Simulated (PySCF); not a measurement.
System: sum formula H3Si2OCl2 (charge 0, doublet). It need not be the lowest isomer of its formula. 
Structure (B3LYP-D3(BJ)/def2-TZVP (Ansatz) minimum search):
```
O
Si 1 1.6164
Si 1 1.6562 2 147.63
H 3 1.4757 1 107.25 2 -174.20
H 3 1.4776 4 110.49 1 118.97
H 3 1.4779 4 110.29 5 121.86
Cl 2 2.0660 1 108.96 3 -123.58
Cl 2 2.0746 1 109.26 3 -4.28
```
Charge 0, spin multiplicity 2.

Dispersion corrections to the total energy (kcal/mol) from the dftd3 and dftd4 libraries through PySCF: D3(BJ) without and D4 with the three-body term, each with the damping fitted for the functional named.

```json
[
 {"functional": "BP86", "D3(BJ)": "___", "D4": "-8.89"},
 {"functional": "HSE06", "D3(BJ)": "-4.68", "D4": "-5.10"},
 {"functional": "BHLYP", "D3(BJ)": "-9.36", "D4": "-8.76"},
 {"functional": "TPSSh", "D3(BJ)": "-7.17", "D4": "-7.64"},
 {"functional": "HF", "D3(BJ)": "-42.72", "D4": "-19.70"},
 {"functional": "revPBE", "D3(BJ)": "-13.21", "D4": "___"},
 {"functional": "B3LYP", "D3(BJ)": "___", "D4": "-10.23"}
]
```

Some entries are withheld; supply them.


- BP86, D3(BJ): -10.83
- revPBE, D4: -16.07
- B3LYP, D3(BJ): -10.90
